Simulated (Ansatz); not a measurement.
Born–Oppenheimer molecular dynamics of ClH$_{5}$N$_{2}$Si (9 atoms, charge 0, multiplicity 1). It starts from a relaxed structure.

Computed with Ansatz, RKS PBE0-D4/def2-SVP.

```json
{
  "ensemble": "NVT, Langevin thermostat",
  "time step": "0.5 fs",
  "steps asked": "300",
  "set temperature": "300 K",
  "friction": "0.005 /fs",
  "masses": "H 3.016 u",
  "seed": "348120"
}
```

First frame:

```xyz
9
Properties=species:S:1:pos:R:3
Si 0.039 -0.057 -0.058
Cl -0.048 -0.134 2.030
N 1.600 -0.019 -0.754
H 2.224 -0.811 -0.645
H 2.110 0.855 -0.815
H -0.591 1.246 -0.409
N -0.714 -1.516 -0.543
H -1.449 -1.929 0.018
H -0.782 -1.764 -1.523
```

What does the run give?

All steps were run.

- steps done: 300
- time covered: 150 fs
- mean temperature over the second half: 231 K
- spread of the potential energy over the second half: 4.1 meV per atom
- mean potential energy of the second half above the start: 16.4 meV per atom

The mean temperature of the second half is 23 % below the set value. A run of 0.15 ps of so small a system gives no equilibrium averages.

What happens to the structure?

The same pairs are bonded in the first frame and the last. Pairs count as bonded within 1.25 times the sum of covalent radii (0.12 Å more for H–H). The details hang on the random start.

How do temperature and energy run in time?


```csv
time (fs),T (K),potential energy less start (eV)
0,267,0.000
5,187,0.081
10,111,0.140
15,155,0.136
20,126,0.156
25,117,0.186
30,115,0.162
35,152,0.132
40,194,0.173
45,198,0.195
50,211,0.213
55,134,0.299
60,160,0.255
65,189,0.184
70,211,0.137
75,209,0.126
80,208,0.120
85,202,0.143
90,150,0.218
95,144,0.241
100,264,0.144
105,236,0.120
110,238,0.121
115,255,0.135
120,298,0.128
125,220,0.163
130,195,0.185
135,283,0.109
140,272,0.114
145,256,0.163
150,236,0.165
```

Run time: 14 min on 1 thread of Arm Neoverse V2, on a shared host, peak memory 0.17 GiB.
